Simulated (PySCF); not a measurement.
## Adding and removing an electron: Tl₂

UHF; Tl cc-pVDZ-PP with ECP60; scalar-relativistic core potentials (PySCF 2.14). Neutral (UHF): triplet (σ ↑, π ↑), Re = 3.185 Å, ωe = 81.8 cm⁻¹, De = 0.51 eV, HOMO -4.99 eV, LUMO -0.09 eV.

Tl₂⁺ (UHF): doublet (σ ↑), Re = 3.778 Å, ωe = 46.4 cm⁻¹, De = 1.00 eV to Tl⁺ + Tl. The energies at the minima are -343.04304 hartree for Tl2 and -342.87755 for Tl₂⁺.

(1) Work out the adiabatic ionisation energy, without and with harmonic zero-point energies (1 hartree = 27.2114 eV, 1 eV = 8065.5 cm⁻¹), and the change of the bond length.

These are scalar-relativistic numbers at best; spin–orbit coupling would shift them, the dissociation energy most. Hartree–Fock leaves out correlation, which carries a large part of most bond energies and some tenths to 1 eV of ionisation energies. States were picked by a PBE0 search and need not be the measured ground states.

Answers

(1) At UHF: 0.16549 hartree = 4.503 eV between the minima; the zero-point term (46.4 − 81.8)/2 cm⁻¹ = -0.002 eV makes it 4.501 eV. Re changes by +59.3 pm against the neutral. The electron leaves a π orbital, and the ion is left as a loose complex of an ion and an atom.
